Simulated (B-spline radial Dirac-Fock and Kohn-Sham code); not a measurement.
X-ray scattering factor of Cr¹⁴⁺

System: the Cr¹⁴⁺ ion, [He] 2s2 2p6.

The run's input, task.json:

```json
{"items": [{
  "Z": 24,
  "q": 14,
  "cfg": [[1, 0, 2], [2, 0, 2], [2, 1, 6]],
  "A": 52,
  "rrms": 3.6452,
  "do": ["scatter"],
  "s": [0.0, 0.04, 0.06, 0.07, 0.09, 0.11, 0.15, 0.19, 0.24, 0.3, 0.39, 0.49, 0.63, 0.8, 1.03, 1.31, 1.67, 2.13, 2.72, 3.48, 4.43, 5.66, 7.22],
  "pz": [0, 0.1, 0.2, 0.3, 0.4, 0.5, 0.6, 0.8, 1.0, 1.2, 1.4, 1.6, 1.8, 2.0, 2.5, 3.0, 4.0, 5.0, 7.0, 10.0, 15.0, 20.0, 30.0, 40.0, 60.0, 100.0],
  "hv_scatter": [8047.8, 20000, 30000, 50000, 100000, 200000, 500000, 1000000]
}]}
```

Run with: `python xray_run.py task.json out`

These are calculated numbers from a B-spline atomic structure program; the model is configuration-average Dirac-Fock orbitals. f₀ is the Fourier transform of the spherical electron density, S the Waller-Hartree incoherent function, and s = sin θ/λ. The electron scattering factor follows from the Mott-Bethe formula f_e = 0.023934 Å⁻¹·(Z − f₀)/s².

```
s (Å⁻¹)      f₀      S  f_e (Å)
      0  10.000  0.000        –
   0.04   9.992  0.009  209.542
   0.06   9.982  0.021   93.196
   0.07   9.976  0.028   68.502
   0.09   9.960  0.047   41.487
   0.11   9.940  0.070   27.812
   0.15   9.888  0.129   15.011
   0.19   9.822  0.206    9.400
   0.24   9.717  0.326    5.935
    0.3   9.563  0.501    3.839
   0.39   9.277  0.824    2.317
   0.49   8.892  1.253    1.506
   0.63   8.260  1.940    0.949
    0.8   7.400  2.842    0.621
   1.03   6.195  4.050    0.402
   1.31   4.837  5.334    0.267
   1.67   3.463  6.568    0.176
   2.13   2.349  7.557    0.114
   2.72   1.647  8.268    0.072
   3.48   1.275  8.809    0.045
   4.43   1.033  9.257    0.028
   5.66   0.783  9.616    0.017
   7.22   0.528  9.840    0.011
```

f₀ starts at the number of electrons, 10, and has fallen to half at s ≈ 1.28 Å⁻¹. The sum of ⟨r²⟩ over the electrons is 0.6793 bohr². For an ion f_e diverges as s goes to zero, because of the net charge.
